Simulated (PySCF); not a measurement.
C4H7FO3S.
Numbering: `[CH3:1][O:2]/[C:3]([F:4])=[CH:5]/[S:6]([CH3:7])(=[O:8])=[O:9]` (hydrogens: H10, H11, H12 on C1; H13 on C5; H14, H15, H16 on C7)

The geometry is computed with GFN2-xTB (gas phase).

**Question.** List the bond lengths, angles and torsions at this level.

**Answer.** 
| bond | length (Å) |
| --- | --- |
| C1–O2 | 1.423 |
| O2–C3 | 1.325 |
| C3–F4 | 1.345 |
| C3=C5 | 1.326 |
| C5–S6 | 1.790 |
| S6–C7 | 1.813 |
| S6=O8, S6=O9 | 1.434 |
| C1–H10, C1–H11, C1–H12 | 1.091 |
| C5–H13 | 1.071 |
| C7–H14, C7–H15, C7–H16 | 1.082 |

Bonds in one row agree within 0.01 Å and their mean is given. A selection of angles:
| angle | degrees |
| --- | --- |
| O2–C1–H10 | 105.3 |
| O2–C1–H11 | 111.1 |
| H10–C1–H11 | 110.0 |
| C1–O2–C3 | 118.3 |
| O2–C3–F4 | 114.6 |
| O2–C3–C5 | 125.5 |
| F4–C3–C5 | 119.9 |
| C3–C5–S6 | 120.5 |
| C3–C5–H13 | 122.0 |
| S6–C5–H13 | 117.4 |
| C5–S6–C7 | 104.3 |
| C5–S6–O8 | 109.0 |
| C5–S6–O9 | 107.0 |
| C7–S6–O8 | 109.0 |
| C7–S6–O9 | 108.5 |
| O8–S6–O9 | 118.2 |
| S6–C7–H14 | 108.7 |
| S6–C7–H15 | 107.9 |
| H14–C7–H15 | 111.9 |
| H14–C7–H16 | 110.4 |

Torsions: C1–O2–C3–F4 5° (synperiplanar); O2–C3–C5–S6 178° (antiperiplanar); C3–C5–S6–C7 66° (synclinal). The mirror-image conformer, all signs reversed, is as good.

Of the pairs four or more bonds apart, F4···H11 is among the closest relative to their van der Waals radii: 2.51 Å, 94 % of the sum of Bondi's values. S6 (sulfonyl sulfur) is distorted tetrahedral (angles from 104.3° to 118.2°). The 2 C–O bonds span 1.325 Å (O2–C3, drawn single) to 1.423 Å (C1–O2, drawn single), a spread of 0.098 Å. O2 (ether oxygen) is bent (angle 118.3°). The C–S distances run from 1.790 Å (C5–S6, drawn single) to 1.813 Å (S6–C7, drawn single), a spread of 0.023 Å.

Point group: C1 (no symmetry element, even within 0.4 Å). Not checked by GFN2-xTB frequencies. The numbers are those of one conformer.
